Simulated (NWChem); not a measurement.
Species: Ca

Computed with NWChem. Pople sets run with spherical d functions. B3LYP is NWChem's, with the RPA form of VWN correlation. Ions are spin-unrestricted doublets at the neutral geometry; other ion states weren't tried.

Q: Among these, which level gives the lowest value of “−ε(HOMO) (eV)”?
(A) Hartree-Fock/6-31+G*
(B) B3LYP/6-31+G*
(C) PBE/6-31+G*
(D) BHandHLYP/6-31+G*

A: C, PBE/6-31+G*. Values: PBE/6-31+G* 3.78; B3LYP/6-31+G* 4.22; BHandHLYP/6-31+G* 4.74; Hartree-Fock/6-31+G* 5.32
